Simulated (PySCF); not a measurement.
## C₆ coefficients of unlike pairs at PBE0

Calculated with PySCF 2.14 from the dipole response of each species, C₆(A,B) = (3/π) ∫ α_A(iu) α_B(iu) du, in atomic units, from isotropic polarisabilities. For ions this is the dispersion term alone; charge-induced terms of lower order in 1/R come first.

```tsv
species	configuration	basis	relativity	α (bohr³)	C₆ (like pair)
Co⁺	[Ar] 3d8 (3F)	x2c-QZVPPall with one added diffuse shell each of s, p, d, f, g type (12s8p6d5f3g)	spin-free X2C	9.245	32.57
O⁺	[He] 2s2 2p3 (4S)	aug-cc-pVTZ with one added diffuse shell each of s, p, d, f type (6s5p4d3f)	none	2.645	5.180
In⁺	[Kr] 4d10 5s2 (1S)	def2-QZVPPD with the def2 core potential (28 electrons) (8s6p5d4f1g)	core potential	24.79	171.2
Br	[Ar] 3d10 4s2 4p5 (2P)	x2c-QZVPPall with one added diffuse shell each of s, p, d, f type (12s9p6d5f1g)	spin-free X2C	21.36	172.4
```

Q: Estimate C₆ for Br with Co⁺.

A: The integral gives 74.01. The combination rule 2 C_A C_B / (C_A α_B/α_A + C_B α_A/α_B) gives 74.92 and the geometric mean 74.92.

No spin-orbit coupling is included.

The other pairs:

```csv
pair,C₆
"In⁺, O⁺",27.66
"O⁺, Co⁺",12.70
"In⁺, Co⁺",73.52
"Br, O⁺",28.38
"Br, In⁺",170.4
```
